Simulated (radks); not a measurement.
Problem. Radial electron density D(r) = 4 pi r^2 rho(r) of an atom or ion with 37 electrons. All-electron calculation, scalar-relativistic Kohn-Sham, r2SCAN, spin-unpolarised, spherical densities, finite nucleus; meta-GGA in the generalised Kohn-Sham scheme; Fermi nuclear charge, rms radius of each element as measured or else 0.836 A^(1/3) + 0.57 fm. Program: a radial shooting solver on a logarithmic mesh with Libxc functionals.

r (bohr),D(r) (e/bohr)
0.003345,4.584
0.003894,5.898
0.004533,7.538
0.005277,9.561
0.006094,11.88
0.007095,14.78
0.00826,18.17
0.009615,22.04
0.01119,26.29
0.01303,30.79
0.01505,35.06
0.01752,39.26
0.0204,42.76
0.02374,45.18
0.02764,46.18
0.03218,45.65
0.03746,43.81
0.04327,41.42
0.05037,39.15
0.05864,38.26
0.06826,39.63
0.07947,43.41
0.09251,48.69
0.1068,53.33
0.1244,55.64
0.1448,53.71
0.1686,47.70
0.1962,39.83
0.2285,33.53
0.2638,31.45
0.3072,33.60
0.3576,37.58
0.4163,39.48
0.4846,36.74
0.5642,29.71
0.6516,21.43
0.7585,13.86
0.883,9.173
1.028,7.255
1.197,6.788
1.393,6.413
1.622,5.478
1.873,4.145
2.181,2.674
2.539,1.503
2.955,0.7707
3.44,0.4143
4.005,0.2825
4.626,0.2407
5.385,0.2067
6.269,0.1580
7.298,0.1018
8.496,0.05345
9.891,0.02222
11.42,0.007629
13.3,0.001885
15.48,0.0003462

What is the nuclear charge?

Solution. Z = 37. The innermost maximum, from 1s, lies near gamma/Z bohr with gamma = sqrt(1 - (Z/c)^2) = 0.963, here 0.026 bohr (found: 0.0283), and its height grows with Z. The density is that of neutral rubidium in [Kr] 5s1; the configuration itself is not fixed sharply by these data, and Z only to a few units. D(r) has 3 maxima, at r = 0.0283, 0.125, 0.413 bohr, and minima at 0.0582, 0.264 bohr, inside which lie 2.06, 11.06 electrons.
